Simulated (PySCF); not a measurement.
Stationary points of CaF2

These are results of PBE0/[Ca def2-TZVP, F def2-TZVP], no relativity, density fitting, PySCF, not measurements.

Relaxations began from a few typed shapes. The search is not exhaustive: other isomers or separated fragments can lie lower, and high-lying points may rest on an excited occupation.

Task: Order these stationary points by electronic energy, lowest first, in kJ/mol from the lowest minimum.
A. singlet C2v: Ca–F 1.996 Å (×2); F–Ca–F 145.1°
B. singlet D∞h: Ca–F 2.010 Å (×2); F–Ca–F 180.0°

Result: A (0.0), B (2.5).

Task: Which of them are minima?

Result: By energy in kJ/mol, 0.0: minimum; 2.5: saddle point, 2 imaginary modes.

Counting electrons, calcium keeps none of its valence electrons outside its bonds, so the VSEPR class is AX2 and the expected shape is linear (D∞h). The calculation gives C2v instead. Heavy alkaline-earth centres are the known exception: their polarisable core and low (n−1)d orbitals favour bending; the Mulliken d population here is 0.49.
